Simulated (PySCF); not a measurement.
Does the answer move with the share of exact exchange?

Compound: C3H8BN.
Geometry (PBE0-D3(BJ)/def2-SVP, Å), atoms numbered from 1 in this order:
```
atom  x, y, z in Å
C1     2.318   -0.359   -0.545
C2     1.645    0.519    0.212
B3     0.098    0.748    0.130
N4    -0.769   -0.309   -0.134
C5    -2.200   -0.249   -0.285
H6     3.406   -0.478   -0.491
H7     1.807   -0.993   -1.280
H8     2.234    1.150    0.891
H9    -0.385    1.851    0.287
H10   -0.379   -1.243   -0.217
H11   -2.534    0.791   -0.171
H12   -2.722   -0.858    0.472
H13   -2.525   -0.601   -1.279
```

PySCF, def2-SVPD basis, density fitting, gas phase, PBE0-D3(BJ)/def2-SVP geometry; singlet excitations by full TDDFT with frozen cores, triplets by Tamm–Dancoff TDDFT and ionisation energies by ΔSCF, from the lowest of the holes tried. One functional is left out:

```
functional  exact exchange (%)  HOMO energy (eV)  LUMO energy (eV)  lowest singlet excitation (eV)  lowest triplet excitation (eV)  dipole moment (D)  mean polarisability (au)  vertical ionisation energy (eV)
       LDA                   0             -6.26             -1.86                            5.20                            3.98              1.788                      66.4                             9.20
       PBE                   0             -6.10             -1.64                            5.25                            3.84              1.749                      65.4                             9.00
      PBE0                  25             -7.26             -0.69                            5.86                            3.85              1.656                      62.8                             9.19
 BHandHLYP                  50             -8.28              0.35                            6.24                            3.83              1.549                      61.1                             9.21
```

Q: Predict the row of B3LYP (20 % exact exchange) by straight lines through the other rows, and check it.

A: 
```tsv
property	line	computed	computed − line	PBE0 (25 %), for comparison
HOMO energy (eV)	-7.03	-7.03	0.00	-7.26
LUMO energy (eV)	-0.91	-0.90	+0.01	-0.69
lowest singlet excitation (eV)	5.66	5.74	+0.08	5.86
lowest triplet excitation (eV)	3.87	3.91	+0.04	3.85
dipole moment (D)	1.680	1.649	-0.031	1.656
mean polarisability (au)	63.8	63.4	-0.4	62.8
vertical ionisation energy (eV)	9.15	9.18	+0.03	9.19
```

Q: Which of these properties follows the share of exact exchange most closely, and which least?

A: Most closely the HOMO energy, least the vertical ionisation energy; the correlations over the tabulated rows are HOMO energy -0.998, LUMO energy 0.996, lowest singlet excitation 0.991, dipole moment -0.989, mean polarisability -0.975, lowest triplet excitation -0.568, vertical ionisation energy 0.555. The HOMO energy moves by -0.421 eV for every 10 %. Functionals with the same share still differ in their other parts: at 0 % LDA and PBE differ by 0.16 eV in it.
